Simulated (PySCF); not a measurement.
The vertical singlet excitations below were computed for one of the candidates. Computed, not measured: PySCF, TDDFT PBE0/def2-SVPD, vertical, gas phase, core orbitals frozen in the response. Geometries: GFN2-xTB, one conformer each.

| state | E (eV) | f |
| --- | --- | --- |
| S1 | 4.56 | 0.0060 |
| S2 | 5.92 | 0.252 |
| S3 | 6.26 | 0.0037 |
| S4 | 6.50 | 0.0076 |
| S5 | 6.85 | 0.010 |
| S6 | 7.02 | 0.0027 |
| S7 | 7.18 | 0.110 |
| S8 | 7.38 | 0.012 |

Question: Which candidate is it?
A. `c1(nnncc1)C=C`
B. `Clc1ccnnn1`
C. `N#CC1=CCNC1`

Answer: C. Its S1, at 4.56 eV, is the highest among the candidates; the nearest of the others has S1 at 3.40 eV. S1 is HOMO→LUMO (97%). Löwdin shares by element: HOMO nitrogen 55% or more, carbon 18% or more, hydrogen 5% or more (atoms not listed hold the other 22%); LUMO carbon 66% or more, nitrogen 17% or more (atoms not listed hold the other 18%). At the same level the other candidates give, for their lowest levels:
- `Clc1ccnnn1`: 3.40 eV (f 0.004); 3.69 eV (f 0.000); 4.23 eV (f 0.000); 4.51 eV (f 0.004); 5.60 eV (f 0.009); T1 2.46 eV; HOMO -7.43, LUMO -2.31 eV
- `C=Cc1ccnnn1`: 3.18 eV (f 0.000); 3.43 eV (f 0.004); 3.98 eV (f 0.003); 4.21 eV (f 0.000); 5.02 eV (f 0.095); T1 2.48 eV; HOMO -6.93, LUMO -2.27 eV
Triplets come from the Tamm–Dancoff approximation.
